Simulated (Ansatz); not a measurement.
One change: `C[SiH](N)S` becomes `C[SiH](S)CCl`.

Ansatz, PBE0-D4/def2-TZVP geometries, multiplicity 1. Each molecule was computed in one conformer, which needn't be the lowest.

```csv
property,`C[SiH](N)S`
HOMO–LUMO gap (ωB97M-V/def2-TZVPP) / eV,11.50
LUMO energy (ωB97M-V/def2-TZVPP) / eV,2.18
HOMO–LUMO gap (B3LYP/def2-TZVPP) / eV,7.16
HOMO energy (ωB97M-V/def2-TZVPP) / eV,-9.33
size of the dipole moment (ωB97M-V/def2-TZVPP) / D,1.86
size of the dipole moment (B3LYP/def2-TZVPP) / D,1.85
```

(1) Give the same properties after the change, and the shifts. (Estimate.)

Results:

(1) The calculation gave: 
| property | `C[SiH](S)CCl` | shift |
| --- | --- | --- |
| HOMO–LUMO gap (ωB97M-V/def2-TZVPP) / eV | 11.50 | 0.00 |
| LUMO energy (ωB97M-V/def2-TZVPP) / eV | 1.92 | -0.26 |
| HOMO–LUMO gap (B3LYP/def2-TZVPP) / eV | 7.01 | -0.15 |
| HOMO energy (ωB97M-V/def2-TZVPP) / eV | -9.58 | -0.25 |
| size of the dipole moment (ωB97M-V/def2-TZVPP) / D | 2.21 | 0.35 |
| size of the dipole moment (B3LYP/def2-TZVPP) / D | 2.21 | 0.36 |

With PBE0 the HOMO falls by 0.26 eV and the LUMO falls by 0.43 eV, so the gap narrows by about 0.17 eV. PBE moves the HOMO by -0.27 eV and ωB97M-V by -0.25 eV. Dipoles are sizes alone; their direction can turn.

B3LYP here is the variant with VWN-RPA as its local correlation; programs differ in this.
